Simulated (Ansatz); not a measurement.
Species: CH2F2S2, SMILES `FC(F)(S)S` (S–C–S–H torsion -65°, S–C–S–H torsion 65°) (charge 0, multiplicity 1).

Task: Give a relaxed geometry from CAM-B3LYP-D3(BJ)/def2-TZVP in Ansatz (a first-principles code).

Result: One answer among several that fit: the end point of this relaxation, one of several conformers (outside a Z-matrix the atoms follow the SMILES, hydrogens last).
Bond lengths (Å): F1–C2 1.351, C2–F3 1.350, C2–S4 1.815, C2–S5 1.815, S4–H6 1.339, S5–H7 1.339. Angles (°): F1–C2–F3 107.3, F1–C2–S4 109.9, F1–C2–S5 109.9, F3–C2–S4 105.7, F3–C2–S5 105.7, S4–C2–S5 117.6, C2–S4–H6 94.5, C2–S5–H7 94.5.
